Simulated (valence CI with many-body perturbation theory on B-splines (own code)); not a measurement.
The numbers below are computed, except where a source is named.
Run record, Hg46+

Method: valence CI with perturbative core correlation (CI+MBPT): six valence electrons over a frozen Dirac-Fock core [Ar] 3d10, radial functions for each j: 9 s, 9 p, 8 d, 6 f, 3 g, 1 h, with the one-electron correlation potential Σ1 (screened to all orders), the two-electron term Σ2, the three-electron term Σ3, Breit, model QED; selected single and double excitations, second order for the rest, scaled by the run's own slope (own B-spline code, finite nucleus).

Command, and the settings that its task file holds:

```sh
python run_cv.py task.json out
```

```
atom Hg  Z=80  mass_number=202  rms_radius_fm=5.4648
core [Ar] 3d10
valence 4s2 4p4
avg = 1
basis = M
breit = 1
cap = 60000
capref = 1200
cscale = 1
de = 0.0
dress = 0
eps = 2e-08
extrap = 1
h = 0.27
hh = 1
l2 = 3
lcore = 6
maxit = 60
n2 = 5
natural = 1
nlev = 35
nno = [5, 5, 5, 4, 2, 1]
nroot = 26
nsp = [4, 4, 3, 2, 1, 0]
pt2 = 1
qed = 1
rpa = 1
s1 = 1
s2 = 1
s3 = 1
screen = 1
tol = 2e-05
whole = 1
```

It took 12 min on 1 thread of Intel(R) Xeon(R) Processor @ 2.30GHz, with other jobs on the host.

Log. The first blocks belong to the next ion, which gives the ionisation energy. Fields: 2J, parity (1 odd), roots, reference size, generating configurations, candidates as configurations/state functions, variational space P, stored matrix elements, Davidson steps; e2 is the range of second-order energies in hartree. The first line gives the box (bohr), its intervals, the orbitals and the steps of their self-consistent field. Window is the range of levels sought, series limit the energy at which the first omitted orbital would enter, core excitation an estimate of the first excitation out of the core, left out the lowest levels not solved, and shifts from estimates the range by which levels moved from their first estimate, all in cm⁻¹.

```
rmax 3.2 intervals 57 orbitals 63 references ['4s2 4p4', '4s 4p5', '4s2 4p3 4d', '4p6', '4s 4p4 4d'] scf 4 t 0.9
2J=3 par=1 roots 2 ref 39 generators 5 cand 14297/122448 P 1629/5995 nnz 5e+06 it 5
2J=3 par=1 roots 2 ref 39 generators 14 cand 26629/260960 P 4073/18686 nnz 3.6e+07 it 6
   second order: generators 34 cand 50434/609492 e2 -0.00017 -0.00014
reference levels 533, estimated 106, window 2958567 1/cm; series limit 12871775, core excitation 15646502
2J=4 par=0 roots 4 ref 56 generators 18 cand 50123/999079 P 2283/11993 nnz 9.5e+06 it 6
2J=4 par=0 roots 4 ref 56 generators 34 cand 81483/2295646 P 8035/59996 nnz 1.8e+08 it 8
   second order: generators 62 cand 102828/3496089 e2 -0.00194 -0.00034
2J=0 par=0 roots 4 ref 20 generators 19 cand 45642/231119 P 5347/11998 nnz 6.1e+06 it 5
2J=0 par=0 roots 4 ref 20 generators 33 cand 76647/560598 P 13363/41471 nnz 5.8e+07 it 8
   second order: generators 58 cand 91934/782746 e2 -0.00050 -0.00007
2J=2 par=0 roots 2 ref 37 generators 11 cand 33022/447527 P 2366/11999 nnz 1.1e+07 it 6
2J=2 par=0 roots 2 ref 37 generators 23 cand 70355/1405343 P 7458/55400 nnz 1.8e+08 it 7
   second order: generators 42 cand 91255/2137532 e2 -0.00075 -0.00025
2J=4 par=1 roots 10 ref 62 generators 21 cand 53432/1363564 P 1641/11989 nnz 1.2e+07 it 8
2J=4 par=1 roots 10 ref 62 generators 41 cand 81037/2478017 P 6082/55434 nnz 1.8e+08 it 9
   second order: generators 72 cand 104720/4018275 e2 -0.00292 -0.00174
2J=0 par=1 roots 4 ref 18 generators 13 cand 41309/284077 P 4280/12000 nnz 9e+06 it 5
2J=0 par=1 roots 4 ref 18 generators 29 cand 66686/506878 P 11295/40254 nnz 7.9e+07 it 6
   second order: generators 49 cand 83629/796781 e2 -0.00025 -0.00016
2J=2 par=1 roots 9 ref 47 generators 21 cand 52293/898916 P 2243/11985 nnz 1.1e+07 it 9
2J=2 par=1 roots 9 ref 47 generators 40 cand 80281/1533230 P 8569/59288 nnz 1.9e+08 it 9
   second order: generators 70 cand 99365/2572124 e2 -0.00146 -0.00069
2J=6 par=1 roots 8 ref 65 generators 20 cand 53345/1525660 P 1653/11980 nnz 1.3e+07 it 9
2J=6 par=1 roots 8 ref 65 generators 38 cand 79289/2780603 P 5778/54813 nnz 1.9e+08 it 10
   second order: generators 65 cand 102301/4385160 e2 -0.00280 -0.00232
2J=8 par=1 roots 5 ref 56 generators 10 cand 34755/929293 P 1581/11994 nnz 1.4e+07 it 6
2J=8 par=1 roots 5 ref 56 generators 31 cand 74023/2541281 P 5410/52663 nnz 1.9e+08 it 7
   second order: generators 54 cand 91466/4083346 e2 -0.00298 -0.00153
2J=10 par=1 roots 1 ref 39 generators 3 cand 18626/437107 P 1524/11983 nnz 1.8e+07 it 5
2J=10 par=1 roots 1 ref 39 generators 15 cand 53829/1632338 P 4021/44192 nnz 2.1e+08 it 6
   second order: generators 26 cand 70255/2571153 e2 -0.00060 -0.00060
2J=6 par=0 roots 1 ref 45 generators 9 cand 34533/760611 P 1601/11982 nnz 1.5e+07 it 6
2J=6 par=0 roots 1 ref 45 generators 17 cand 58286/1860310 P 4817/49687 nnz 2e+08 it 7
   second order: generators 30 cand 83400/3242367 e2 -0.00129 -0.00129
2J=8 par=0 roots 1 ref 35 generators 8 cand 33808/739380 P 1967/12000 nnz 1.3e+07 it 6
2J=8 par=0 roots 1 ref 35 generators 18 cand 58121/1841413 P 6124/53850 nnz 2e+08 it 7
   second order: generators 34 cand 79582/2965867 e2 -0.00127 -0.00127
left out: unestimated 4289421, estimated 3290495, shifts from estimates -368 to 54
operators 3.4
```

The Davidson iterations converged.

No measured spectrum was set against this ion. As an estimate, large intervals hold to a few tenths of a per cent, small ones and those within an open d or f shell to about a per cent. Among the levels kept, up to 650 cm⁻¹ of a level comes from second order outside the variational space, and about a tenth of that is noise between levels of different J, which matters for small intervals.

```
Valence energy                            : -610.8498 hartree
Ionisation energy                         : 2480 eV (NIST: 2478 ± 4 eV (theoretical))
Reference configurations for the orbitals : 4s2 4p4, 4s 4p5, 4s2 4p3 4d, 4p6, 4s 4p4 4d
Radial orbitals                           : 63
Box radius                                : 3.177 bohr
Largest variational space                 : 59996
Lowest levels                             : (4s^2 4p1/2^2 4p3/2^2) J=2 0, (4s^2 4p1/2^2 4p3/2^2) J=0 80162, (4s^2 4p1/2 4p3/2^3) J=1 1137800, (4s^2 4p1/2 4p3/2^3) J=2 1177800, (4s^2 4p1/2^2 4p3/2 4d3/2) J=2 1411300, (4s^2 4p1/2^2 4p3/2 4d3/2) J=0 1438100, (4s^2 4p1/2^2 4p3/2 4d3/2) J=1 1440900, (4s^2 4p1/2^2 4p3/2 4d3/2) J=3 1447000, (4s^2 4p1/2^2 4p3/2 4d5/2) J=4 1670700, (4s^2 4p1/2^2 4p3/2 4d5/2) J=2 1692100, (4s^2 4p1/2^2 4p3/2 4d5/2) J=3 1795400, (4s^2 4p1/2^2 4p3/2 4d5/2) J=1 1828400, (4s 4p1/2^2 4p3/2^3) J=2 2103100, (4s 4p1/2^2 4p3/2^3) J=1 2210800 cm⁻¹
```

Levels are named by their leading jj configuration (3d3/2^4 stands for four electrons in 3d with j = 3/2), which in mixed levels can hold well under half, so a name can repeat and another be missing.
